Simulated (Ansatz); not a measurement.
FGeH (SMILES [F][GeH]), charge 0, multiplicity 1, relaxed at each level with Ansatz (an electronic-structure program); harmonic frequencies from differences of analytic forces, average atomic masses, frozen cores.

```tsv
level	Ge1–H2 (Å)	Ge1–F3 (Å)	H2–Ge1–F3 (°)	dipole (D)
HF/def2-TZVPP	1.5937	1.7311	94.8	1.93
PBE/def2-TZVPP	1.6283	1.7829	94.1	1.86
r2SCAN/def2-TZVPP	1.6083	1.7566	94.0	1.75
B3LYP/def2-TZVPP	1.6144	1.7706	94.3	2.01
PBE0/def2-TZVPP	1.6098	1.7567	94.2	1.87
wB97X-V/def2-TZVPP	1.6007	1.7572	94.2	1.89
MP2/cc-pVTZ	1.5991	1.7552	95.0	1.76
CCSD(T)/cc-pVDZ	1.6108	1.7772	95.4	1.91
CCSD(T)/cc-pVTZ	1.6085	1.7540	95.1	1.77
```

Doubts at one or more of the structures used: a restricted determinant that unrestricted orbitals would lower (MP2/cc-pVTZ, CCSD(T)/cc-pVDZ, CCSD(T)/cc-pVTZ).
